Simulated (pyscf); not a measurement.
## HP=GeH₂, singlet

Gas-phase minimum from PySCF at ωB97X-D3(BJ)/def2-SVP, one conformer. 

```
Ge
H 1 1.5317
H 1 1.5326 2 111.72
P 1 2.1078 2 122.15 3 179.98
H 4 1.4284 1 91.09 2 -179.99
```
Charge 0, spin multiplicity 1.

Properties at ωB97X-D3(BJ)/def2-SVP:

```json
{
  "harmonic_wavenumbers_unscaled": "455, 498, 534, 623, 784, 894, 2194, 2211, 2433 cm⁻¹",
  "zero_point_energy": "15.2 kcal/mol",
  "rotational_symmetry_number": "1",
  "Entropy of this conformer at 298 K and 1 atm, rigid rotor and harmonic oscillator, modes under 100 cm⁻¹ raised to 100": "272.8 J/(mol K)",
  "dipole_moment": "1.93 D"
}
```

Single-point totals, which compare only within one level (frozen core for MP2 and CC):

| level | total energy (hartree) |
|---|---|
| ωB97X-D3(BJ)/def2-TZVP | -2420.10722 |
| PBE/def2-TZVP | -2419.65966 |
| r²SCAN/def2-TZVP | -2420.09865 |
| B3LYP-D3(BJ)/def2-TZVP | -2420.21191 |
| PBE0-D3(BJ)/def2-TZVP | -2419.74450 |
| M06-2X/def2-TZVP | -2420.10919 |
| ωB97M-D3(BJ)/def2-TZVP | -2420.19690 |
| HF/def2-TZVPP | -2417.82476 |
| MP2/def2-TZVPP | -2418.23083 |
| CCSD/def2-TZVPP | -2418.25611 |
| CCSD(T)/def2-TZVPP | -2418.27640 |

The CCSD(T) − MP2 part came from Ansatz, without density fitting, on the same reference. The frozen core leaves the outer d or s,p core shells of the metals and heavy elements correlated in the MP2 and CC values, and def2-TZVPP describes them poorly, so these totals are far from the basis limit. Elements up to Kr have no core potential and no relativistic terms here.
